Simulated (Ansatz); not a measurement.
Cost and result for the atomization energy of CH₆AlFOSi, SMILES `C[O][Al]([F])[SiH3]` (11 atoms, 10 bonds).

```xyz
11

C     0.1712    1.7647    1.2062
O     0.8950    0.5710    1.1648
Al    0.8806   -0.8623    0.2986
F     2.0275   -1.9761    0.6946
Si   -0.7149   -1.3678   -1.4721
H     0.8359    2.6123    1.0125
H    -0.2691    1.9015    2.1988
H    -0.6396    1.7923    0.4675
H    -1.6448   -0.2252   -1.6906
H    -0.0132   -1.6451   -2.7555
H    -1.5287   -2.5654   -1.1249
```

The species carries charge 0 and has multiplicity 1. The structure was optimised at the PBE0-D4/def2-TZVP level. It is one conformer, not always the lowest. Program: Ansatz. All runs use 4 threads of an Arm Neoverse V2 on a shared host. Times are those of one run each, without the atoms' runs, and a repeat can differ threefold. Electronic energies, without spin–orbit coupling; frozen cores. CCSD(T)/CBS adds CCSD(T) − MP2 in def2-TZVPP to the MP2 limit, and its time is that of the two runs behind it. T1 = 0.013. HSE06 is the plane-wave form, built on full-range PBE exchange.

CCSD(T)/CBS is a level of theory with its own doubt, some kJ/mol a heavy atom from the limit and from the frozen cores, so smaller differences don't rank the functionals.

```tsv
level	functions	wall time	atomization (kcal/mol)	difference from CCSD(T)/CBS	per bond
LDA (SPW92)/def2-TZVPP	261	1.2 s	1047.6	113.9	11.4
revPBE-D4/def2-TZVPP	261	2 s	913.2	-20.5	-2.0
BLYP-D4/def2-TZVPP	261	2.1 s	924.7	-9.0	-0.9
PBE0-D4/def2-TZVPP	261	2.9 s	920.5	-13.2	-1.3
BHLYP-D4/def2-TZVPP	261	3 s	904.2	-29.5	-2.9
HSE06-D4/def2-TZVPP	261	3.2 s	920.9	-12.8	-1.3
CAM-B3LYP-D4/def2-TZVPP	261	3.3 s	934.1	0.4	0.0
CCSD(T)/def2-SVP	108	4.4 s	877.1	-56.6	-5.7
r2SCANh-D4/def2-TZVPP	261	4.9 s	925.6	-8.1	-0.8
B97M-V/def2-TZVPP	261	8.5 s	932.2	-1.5	-0.1
MP2/def2-QZVPP	491	19 s	937.4	3.7	0.4
CCSD(T)/def2-TZVPP	261	2.5 min	908.9	-24.8	-2.5
CCSD(T)/CBS(def2)	–	2.8 min	933.7	0.0	0.0
```

The D4 term adds +7.4 kcal/mol with B3LYP and +4.0 kcal/mol with PBE0; it sums over pairs of atoms, weighted by their polarisabilities, and B3LYP, whose exchange is more repulsive, gets the larger term. At CCSD(T), def2-SVP lies −56.6 kcal/mol from the extrapolated value and def2-TZVPP −24.8 kcal/mol: correlation converges slowly with the basis, and small sets miss more of it in the bonded molecule than in its fragments. In def2-TZVPP, CCSD(T) changes the Hartree–Fock value by +215.5 kcal/mol (the triples alone add +11.3 kcal/mol) and MP2 by +229.0 kcal/mol; breaking electron pairs costs correlation energy, which Hartree–Fock lacks.

B3LYP here is the variant with VWN-RPA as its local correlation; programs differ in this.
